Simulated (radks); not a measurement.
The numbers below are computed, except where a source is named.
Q: Coulomb parameter of the 4f shell of the erbium ion Er2+ in the model configuration [Xe] 4f11 6s1, as a second difference U = [E(n + 0.5) + E(n - 0.5) - 2 E(n)] / (0.5)^2 with all orbitals relaxed. "Bare": the charge of the atom changes with n. "Screened": the 6s shell takes up the change at fixed total charge, which measures U(4f,4f) + U(6s,6s) - 2 U(4f,6s). Code: a radial shooting solver on a logarithmic mesh with Libxc functionals. Model: Dirac Kohn-Sham, PBE, spin-unpolarised, spherical densities, finite nucleus; open shells are shared between the two j in proportion to 2j + 1; Fermi nuclear charge, rms radius 5.2516 fm. Estimate both.

A: U(bare) = 18.323 eV, U(screened by 6s) = 7.716 eV.
